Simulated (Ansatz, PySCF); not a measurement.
Si(H)2(F)(NHSiH3) (FH6NSi2), SMILES F[SiH2]N[SiH3].

Geometry: PBE0-D3(BJ)/def2-SVP. One conformer was computed; it need not be the lowest.

Vertical ionisation energy (IE) and electron affinity (EA) in eV. Rows of orbital energies are one-electron estimates. Where ΔSCF, EOM or ADC give a negative EA the extra electron is unbound and the value depends on the basis.

```tsv
level	IE	EA
−ε(HOMO), −ε(LUMO), ωB97X/def2-TZVP (PySCF)	10.52	-2.00
−ε(HOMO), −ε(LUMO), PBE/def2-TZVP (PySCF)	6.74	0.86
ΔSCF, CAM-B3LYP/def2-TZVPD (Ansatz), final states of multiplicity 2 and 2	10.32	-1.12
ΔSCF, PBE/def2-TZVPD (Ansatz), final states of multiplicity 2 and 2	9.92	-0.81
```

Task: What vertical singlet–triplet gap does ΔSCF give with CAM-B3LYP/def2-TZVPD (Ansatz, a program for electronic structure) and with PBE/def2-TZVPD (Ansatz)? (An estimate is asked for; the answer gives what the named calculation found.)

Result: 6.34 and 5.70 eV (triplet above singlet where positive).
